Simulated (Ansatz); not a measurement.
Two isomers of C2H5ClOSi: A = `O/C([SiH3])=C\Cl`, B = `C=C(Cl)O[SiH3]`.

Isolated molecules relaxed with PBE0-D4/def2-TZVP in Ansatz; ΔE leaves out vibrations. CCSD(T)/CBS is the MP2 limit (def2-TZVPP, def2-QZVPP) plus CCSD(T) − MP2 in def2-TZVPP, frozen cores. DFT in def2-TZVPP. B3LYP here is the variant with VWN-RPA as its local correlation; programs differ in this. Each species was taken in one conformer, which may not be the lowest.

Problem. Which isomer does CCSD(T)/CBS put lower? Give the gap. (Best estimate.)

Solution. Ansatz gave: B, by 79.1 kJ/mol.

Problem. Give E(B) − E(A) in kJ/mol with MP2/def2-TZVPP, PBE0-D4, r2SCAN-D4, ωB97M-V, B3LYP-D4, B2PLYP, PBE-D4. (An estimate is asked.)

Solution. The calculation gave: MP2/def2-TZVPP -82.8, PBE0-D4 -72.0, r2SCAN-D4 -79.0, ωB97M-V -80.9, B3LYP-D4 -81.5, B2PLYP -82.1, PBE-D4 -67.1. None reverses the order clearly.

Largest T1 diagnostic: 0.013.

From PBE to PBE0 (25 % exact exchange), in def2-TZVPP and without D4, E(B) − E(A) moves by −5.0 kJ/mol. In def2-TZVPP, CCSD(T) changes the Hartree–Fock value by +15.3 kJ/mol (the triples alone add +2.6 kJ/mol) and MP2 by +12.4 kJ/mol.
